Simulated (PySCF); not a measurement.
# Correlation energy of Yb⁶⁰⁺ (ytterbium, charge +60)

Starting occupation: [Ne]. Computed with PySCF 2.14 in an uncontracted even-tempered set (17 s from 10 bohr⁻², ratio 2.6; 13 p from 13 bohr⁻², ratio 2.6; 6 d from 14 bohr⁻², ratio 2.8; 3 f from 290 bohr⁻², ratio 2.8), with X2C-1e with screened-nucleus spin-orbit coupling, Gaussian nucleus. Frozen: 1s2; 8 electrons correlated; the 48 highest virtual spinors left out.

MP2 pair energies summed by pair of shells (mhartree):

| pair | energy | share (%) |
| --- | --- | --- |
| 2p1/2-2p3/2 | -106.19 | 33.1 |
| 2p3/2-2p3/2 | -99.35 | 31.0 |
| 2p3/2-2s1/2 | -50.28 | 15.7 |
| 2p1/2-2s1/2 | -26.93 | 8.4 |
| 2p1/2-2p1/2 | -24.73 | 7.7 |
| 2s1/2-2s1/2 | -13.32 | 4.2 |

Total MP2 correlation energy: -320.80 mhartree.

The virtual space was cut to 52 spinors, which keep -265.70 of the -320.80 mhartree of MP2 correlation.

```
  level  correlation energy (mhartree)
   CCSD                        -266.65
    (T)                          -0.02
CCSD(T)                        -266.67
```

Diagnostics: T1 = 2.0e-05, largest double amplitude 0.002.

Is a single reference adequate?

Yes: T1 lies below 0.03 and no double amplitude reaches 0.07.

The coupled-cluster values are those of the cut space; adding the MP2 remainder, -55.10 mhartree, estimates the full space.

At this charge the one-electron X2C treatment keeps the bare 1/r₁₂, with no two-electron picture change or Breit term. The effect here is smaller than on the frozen 1s shell.
